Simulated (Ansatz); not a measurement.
## CH7AlSn: where a starting geometry ends

The starting geometry of this gas-phase singlet was optimised with GFN2-xTB.

```json
{"atom": "C", "x (Å)": "-0.0250", "y (Å)": "-2.1010", "z (Å)": "2.3863"}
{"atom": "Al", "x (Å)": "0.5650", "y (Å)": "-0.3947", "z (Å)": "1.5429"}
{"atom": "Sn", "x (Å)": "1.9809", "y (Å)": "-1.5111", "z (Å)": "-0.6926"}
{"atom": "H", "x (Å)": "-0.5813", "y (Å)": "-1.9342", "z (Å)": "3.3186"}
{"atom": "H", "x (Å)": "0.8125", "y (Å)": "-2.7614", "z (Å)": "2.6552"}
{"atom": "H", "x (Å)": "-0.6913", "y (Å)": "-2.6955", "z (Å)": "1.7437"}
{"atom": "H", "x (Å)": "1.8586", "y (Å)": "0.3817", "z (Å)": "1.9929"}
{"atom": "H", "x (Å)": "-0.3423", "y (Å)": "0.4330", "z (Å)": "0.5567"}
{"atom": "H", "x (Å)": "1.8967", "y (Å)": "-1.5102", "z (Å)": "-2.5159"}
{"atom": "H", "x (Å)": "3.3720", "y (Å)": "-2.6820", "z (Å)": "-0.8480"}
```

Q: Predict what it relaxes into with B3LYP-D3(BJ)/def2-SVP.

A: A new bond forms, giving a structure with H7 bridging Sn3 and Al2, given below by its coordinates. Distances that change by over a tenth: Al2–H7 (1.57 → 1.75 Å). Contacts that close: Sn3–H7 (3.29 → 2.04 Å).

The energy falls by 0.63 eV over 23 steps:

```csv
step,E − E(last) (eV)
1,0.632
3,0.506
6,0.477
8,0.428
11,0.160
13,0.024
16,0.002
18,0.000
21,0.000
23,0.000
```

Final geometry (Å):

| atom | x (Å) | y (Å) | z (Å) |
| --- | --- | --- | --- |
| C | -0.0448 | -2.0905 | 2.5186 |
| Al | 0.2358 | -0.8492 | 1.0342 |
| Sn | 1.8706 | -1.6665 | -0.8961 |
| H | -0.0739 | -1.5478 | 3.4796 |
| H | 0.7514 | -2.8490 | 2.5851 |
| H | -1.0075 | -2.6193 | 2.4170 |
| H | 1.9215 | -0.4749 | 0.7572 |
| H | -0.6796 | 0.3597 | 0.5942 |
| H | 2.5901 | -0.4597 | -1.9308 |
| H | 3.2822 | -2.5782 | -0.4193 |

Frequencies at the end are all real (lowest 90 cm⁻¹). Atoms past krypton carry core potentials, without spin–orbit terms. Run with Ansatz 0.2.0, 68 s on 2 threads of Intel(R) Xeon(R) Processor @ 2.70GHz, with other jobs on the host.
